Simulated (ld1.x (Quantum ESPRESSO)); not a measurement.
# Before and after: PAW potential for indium

ld1.x (Quantum ESPRESSO) 7.5 input, shortened:

```
&input
   title='In', zed=49., rel=1, dft='PBESOL', iswitch=3,
   config='[Kr] 4d10 5s2 5p1'
 /
 &inputp
   pseudotype=3, lpaw=.true., tm=.true., lloc=-1, rcloc=1.95,
   nlcc=.true., new_core_ps=.true.,
   which_augfun='PSQ', rmatch_augfun_nc=.true.
 /
6
5S  1  0   2.00   0.00  2.15  2.40  0.0
5S  1  0   0.00   0.05  2.15  2.40  0.0
5P  2  1   1.00   0.00  2.80  3.20  0.0
5P  2  1   0.00   1.25  2.80  3.20  0.0
4D  3  2  10.00   0.00  1.40  1.55  0.0
4D  3  2   0.00   0.10  1.40  1.55  0.0
 &test
   configts(1)='4d10 5s2 5p1'
 /
```

All-electron outer shells of the reference configuration (PBEsol, scalar-relativistic, ld1.x):

| shell | level (eV) | outermost node (bohr) | outermost maximum (bohr) |
| --- | --- | --- | --- |
| 4s | -119.51 | 0.41 | 0.77 |
| 4p | -78.02 | 0.42 | 0.82 |
| 4d | -18.59 | 0.40 | 0.94 |
| 5s | -8.25 | 1.02 | 2.16 |
| 5p | -2.52 | 1.14 | 2.85 |

Change: core correction a·sin(br)/r model core, default radius (ld1.x builds one for every PAW set, though the input has nlcc=.false.).

Cutoffs: the cutoffs (Ry, on a coarse ladder) from which the occupation-weighted sum of valence levels, in a spherical-Bessel basis at the reference potential, stays within 10 and 1 mRy of its value at 400 Ry; they do not see the model core or the augmentation charge, which bear on the density cutoff. Errors are all-electron minus pseudo energies relative to the spin-unpolarised reference configuration.

Problem. What does the change do?

Solution. The potential gets neither clearly harder nor softer (50 Ry and 90 Ry → 50 Ry and 90 Ry); of the 7 tests that both files solve, the error grows in 2 and shrinks in 3 by more than 15 % and 0.3 meV (median size 2.9 → 4.2 meV); neither file shows a bound ghost. The default core radius of the base comes out at 0.68 bohr. A model core, the more so a compact one, raises the density cutoff, which this test does not measure.

```csv
quantity,base,changed
"cutoff, loose",50 Ry,50 Ry
"cutoff, tight",90 Ry,90 Ry
bound ghosts,none,none
"error for 4d10 5s2 5p0, meV [ΔE 5.36 eV]",-1.4,-1.4
"error for 4d10 5s1 5p0, meV [ΔE 24.64 eV]",-6.2,-4.2
"error for 4d10 5s0 5p0, meV [ΔE 52.90 eV]",-21,-4.8
"error for 4d10 5s1 5p1, meV [ΔE 12.01 eV]",-2.4,-2.0
"error for 4d9 5s2 5p1, meV [ΔE 25.09 eV]",-2.9,-13
"error for 4d9 5s0 5p0, meV [ΔE 109.27 eV]",-231,-289
"error for 4d10 5s2 5p0.5, meV [ΔE 1.94 eV]",-0.5,-0.5
s: phases at 3.50 bohr within 0.05 rad from the reference energy up to (Ry; the scan ends near 5),1.3,1.3
p: phases at 3.50 bohr within 0.05 rad from the reference energy up to (Ry; the scan ends near 5),2.3,2.3
d: phases at 3.50 bohr within 0.05 rad from the reference energy up to (Ry; the scan ends near 5),to the end of the scan,to the end of the scan
lowest overlap eigenvalue by channel,"s 0.31, p 0.42, d 1.00","s 0.31, p 0.42, d 1.00"
```
